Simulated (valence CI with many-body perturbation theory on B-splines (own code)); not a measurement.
# Questions on Eu⁴¹⁺

Calculated by configuration interaction combined with many-body perturbation theory (CI+MBPT): four valence electrons over a frozen Dirac-Fock core [Ar], radial functions for each j: 7 s, 7 p, 8 d, 6 f, 4 g, 1 h, with the one-electron correlation potential Σ1 (screened to all orders), the two-electron term Σ2, the three-electron term Σ3, Breit, model QED; selected single and double excitations, second order for the rest, scaled by the run's own slope (own B-spline code, finite nucleus).

The last digits are not significant, and no measured levels were compared; by estimate large intervals hold to a few tenths of a per cent, small ones and those within an open d or f shell to about a per cent. Only levels of the ground parity were solved; by the run's estimate the other parity begins above the list, which can be wrong where configurations are misplaced.

Levels are named by their leading jj configuration (3d3/2^4 stands for four electrons in 3d with j = 3/2), which in mixed levels can hold well under half, so a name can repeat and another be missing.

Rates and lifetimes use the calculated energies. Strong lines usually hold to 10 to 20 %, long lifetimes can be off by a factor of two.

Problem. What is the ground level?

Solution. (3d3/2^4) J=0, composition 57 % 3d⁴ ³P + 31 % 3d⁴ ⁵D + 12 % 3d⁴ ¹S.

Problem. Name the longest-lived excited levels whose lifetime is computed, and their main decay.

Solution. (3d3/2^2 3d5/2^2) J=6 at 70.17 eV lives 15.2 ms, mostly by M1 to (3d3/2^2 3d5/2^2) J=5. The lifetime of (3d3/2^3 3d5/2) J=4 is too uncertain to give, and may be longer.

Problem. How well does LS coupling describe the low levels?

Solution. Among the lowest 20 levels the leading LS term, summed over configurations, holds 47 % on average. For single configurations the figures are 47 % in LS and 91 % in jj coupling. Terms mix most in the J = 4 level at 98.24 eV, where the leading one holds 29 %.

Problem. What is the ionisation energy?

Solution. 3169.1 eV; NIST lists 3168 ± 4 eV (theoretical).
